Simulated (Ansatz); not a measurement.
**Telling isomers of FH3InOSi apart by their spectra**

These gas-phase data were calculated for one isomer of FH3InOSi at PBE0-D3(BJ)/def2-SVP (harmonic, unscaled wavenumbers; equilibrium rotational constants with average atomic masses):

```
rotational constants            : 5.215, 1.737, 1.346 GHz
all wavenumbers above 1500 cm⁻¹ : 3320, 2253, 2197
```

Candidates:

(1) `O[SiH2][In][F]`, a doublet
(2) `F[SiH2][O][InH]`, a doublet

Question: Which candidate do the data belong to?

Answer: Candidate (1). The band at 3320 cm⁻¹ lies where the O–H stretch is expected; (2) has no mode between 3300 and 4000 cm⁻¹.

The same quantities for all candidates:

|  | rotational constants (GHz) | wavenumbers above 1500 cm⁻¹ | E above the lowest, PBE0-D3(BJ)/def2-SVP (kcal/mol) |
| --- | --- | --- | --- |
| (1) | 5.215, 1.737, 1.346 | 3320, 2253, 2197 | 13.7 |
| (2) | 9.99, 1.174, 1.064 | 2256, 2252, 1508 | 0.0 |

Each candidate is one conformer. Open shells are spin-unrestricted. Atoms past krypton carry core potentials. Programs: Ansatz 0.2.0.
